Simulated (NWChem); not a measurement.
System: AlNH2F2; SMILES [Al]([F])([NH2])[F]

Output (shortened):

```
             Northwest Computational Chemistry Package (NWChem) 7.3.0
             --------------------------------------------------------

 CS  symmetry detected

                             Geometry "geometry" -> ""
                             -------------------------

 Output coordinates in angstroms (scale by  1.889725989 to convert to a.u.)

  No.       Tag          Charge          X              Y              Z
 ---- ---------------- ---------- -------------- -------------- --------------
    1 Al                  13.0000     0.00007596    -0.03990255     0.00000000
    2 F                    9.0000    -1.41474048    -0.89794415     0.00000000
    3 F                    9.0000     1.42480881    -0.88140268     0.00000000
    4 N                    7.0000    -0.00954962     1.70894710     0.00000000
    5 H                    1.0000     0.82063469     2.28922367     0.00000000
    6 H                    1.0000    -0.84538985     2.28100122     0.00000000

 Effective nuclear repulsion energy (a.u.)     158.5807920085

      Symmetry information
      --------------------

 Group name             Cs
 Group number              2
 Group order               2
 No. of unique centers     6

                                 NWChem DFT Module
                                 -----------------

 Summary of "ao basis" -> "ao basis" (spherical)
 ------------------------------------------------------------------------------
       Tag                 Description            Shells   Functions and Types
 ---------------- ------------------------------  ------  ---------------------
 Al                          6-31g*                  8       18   4s3p1d
 F                           6-31g*                  6       14   3s2p1d
 N                           6-31g*                  6       14   3s2p1d
 H                           6-31g*                  2        2   2s

      Symmetry analysis of basis
      --------------------------

        a'         47
        a"         17

            General Information
            -------------------
          SCF calculation type: DFT
          Wavefunction type:  closed shell.
          No. of atoms     :     6
          No. of electrons :    40
           Alpha electrons :    20
            Beta electrons :    20
          Charge           :     0
          Spin multiplicity:     1
          Use of symmetry is: on ; symmetry adaption is: on
          Maximum number of iterations: 150
          AO basis - number of functions:    64
                     number of shells:    30
          Convergence on energy requested:  1.00D-06
          Convergence on density requested:  1.00D-05
          Convergence on gradient requested:  5.00D-04

              XC Information
              --------------
                  TPSS hybrid Method XC Functional
                     Hartree-Fock (Exact) Exchange  0.100
                  TPSS metaGGA Exchange Functional  0.900
             TPSS03 metaGGA Correlation Functional  1.000

             Grid Information
             ----------------
          Grid used for XC integration:  medium
          Radial quadrature: Mura-Knowles
          Angular quadrature: Lebedev.
          Tag              B.-S. Rad. Rad. Pts. Rad. Cut. Ang. Pts.
          ---              ---------- --------- --------- ---------
          Al                  1.25       88           8.0       590
          F                   0.50       49          10.0       434
          N                   0.65       49           8.0       434
          H                   0.35       45          10.0       434
          Grid pruning is: on
          Number of quadrature shells:   325
          Spatial weights used:  Erf1

      Superposition of Atomic Density Guess
      -------------------------------------

 Sum of atomic energies:        -495.89351807

      Non-variational initial energy
      ------------------------------

 Total energy =    -496.506401
 1-e energy   =   -1004.732188
 2-e energy   =     349.644995
 HOMO         =      -0.365926
 LUMO         =      -0.056054

      Symmetry analysis of molecular orbitals - initial
      -------------------------------------------------

  Numbering of irreducible representations:

     1 a'          2 a"

  Orbital symmetries:

     1 a'          2 a'          3 a'          4 a'          5 a'
     6 a'          7 a'          8 a"          9 a'         10 a'
    11 a'         12 a'         13 a'         14 a'         15 a"
    16 a'         17 a"         18 a'         19 a'         20 a"
    21 a'         22 a"         23 a'         24 a'         25 a'
    26 a'         27 a'         28 a"         29 a'         30 a'

     ---------------------------------------------
      Total Density - Mulliken Population Analysis
     ---------------------------------------------

    Atom       Charge   Shell Charges
 -----------   ------   -------------------------------------------------------
    1 Al  13    11.21   2.00  2.00  5.97  0.45  0.45  0.06  0.10  0.19
    2 F    9     9.72   2.00  0.95  3.51  1.02  2.23  0.01
    3 F    9     9.72   2.00  0.95  3.51  1.02  2.23  0.01
    4 N    7     8.27   2.00  0.81  2.70  0.80  1.94  0.01
    5 H    1     0.55   0.40  0.14
    6 H    1     0.55   0.40  0.14

   convergence    iter        energy       DeltaE   RMS-Dens  Diis-err
 ---------------- ----- ----------------- --------- --------- ---------
 d= 0,ls=0.0,diis     1   -498.1221321666 -6.57D+02  2.07D-02  9.24D-01
 d= 0,ls=0.0,diis     2   -498.0164666318  1.06D-01  1.09D-02  2.50D+00
 d= 0,ls=0.0,diis     3   -498.2259188999 -2.09D-01  1.17D-03  9.10D-03
 d= 0,ls=0.0,diis     4   -498.2258916335  2.73D-05  7.35D-04  7.89D-03
 d= 0,ls=0.0,diis     5   -498.2267381325 -8.46D-04  9.84D-05  1.48D-04
  Resetting Diis
 d= 0,ls=0.0,diis     6   -498.2267554861 -1.74D-05  7.28D-06  8.75D-07
 d= 0,ls=0.0,diis     7   -498.2267555698 -8.37D-08  3.53D-06  3.41D-08

[...]
```

Level: TPSSh/6-31G* (spherical d). Structure relaxed at the PBE0/def2-SVP level.

### Question
Which NWChem input produces such a log?

### Answer
Several could match; the one computed here: the input that was run:
```
start job
memory heap 200 mb stack 900 mb global 1100 mb
geometry units angstroms noautoz
  Al    -0.000422    -0.035314     0.000000
  F     -1.429519    -0.869354     0.000000
  F      1.409905    -0.900741     0.000000
  N      0.019471     1.713449     0.000000
  H      0.859331     2.279631     0.000000
  H     -0.806595     2.299529     0.000000
end
basis spherical
  Al library 6-31g*
  F library 6-31g*
  N library 6-31g*
  H library 6-31g*
end
dft
  xc xctpssh
  iterations 150
  mulliken
end
task dft energy
```
